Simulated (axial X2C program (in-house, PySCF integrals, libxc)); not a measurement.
Working with the constants of GeSe

A bond curve at the PBE0 level, with spin–orbit coupling, was computed with an in-house relativistic program for diatomic molecules (basis Se dyall-v3z [8s9p6d1f], Ge dyall-v3z [9s9p7d1f] (cores contracted in-house)) for the state Ω = 0 (closed shell). Its fit gives Re = 2.1355 Å, ωe = 412.3 cm⁻¹, ωexe = 0.753 cm⁻¹ and αe = 2.627e-04 cm⁻¹; the masses are 79.9165 and 73.9212 u. Two-component means X2C with spin–orbit coupling and atomic mean-field Coulomb and Gaunt terms.

(1) Find the reduced mass, Be and the force constant.

(2) Where do the fundamental and the first overtone lie?

(3) The dipole moment p changes by 4.44 D/Å at Re. What harmonic infrared intensity follows?

(4) Give B0, the J = 1←0 line in GHz and the most populated J at 300 K (kT = 208.5 cm⁻¹).

(5) Estimate the centrifugal constant by the Kratzer relation.

The state is one determinant whose occupation by symmetry is held fixed; it was picked as the lowest of a PBE0 search that is not exhaustive.

Answers

(1) From the PBE0 values: μ = 38.4010 u. Be = 16.8576/(μ Re²) = 0.09626 cm⁻¹. k = 5.8918×10⁻⁷ μ ωe² = 3.85 mdyn/Å.

(2) ν(1←0) = ωe − 2ωexe = 410.8 cm⁻¹; ν(2←0) = 2ωe − 6ωexe = 820.1 cm⁻¹.

(3) I = 42.256 × (dp/dR)²/μ = 22 km/mol.

(4) B0 = Be − αe/2 = 0.09613 cm⁻¹; 2B0 = 5.764 GHz; J(max) ≈ √(kT/2B0) − 1/2 = 32.4, so J = 32.

(5) D = 4Be³/ωe² = 2.10e-08 cm⁻¹.
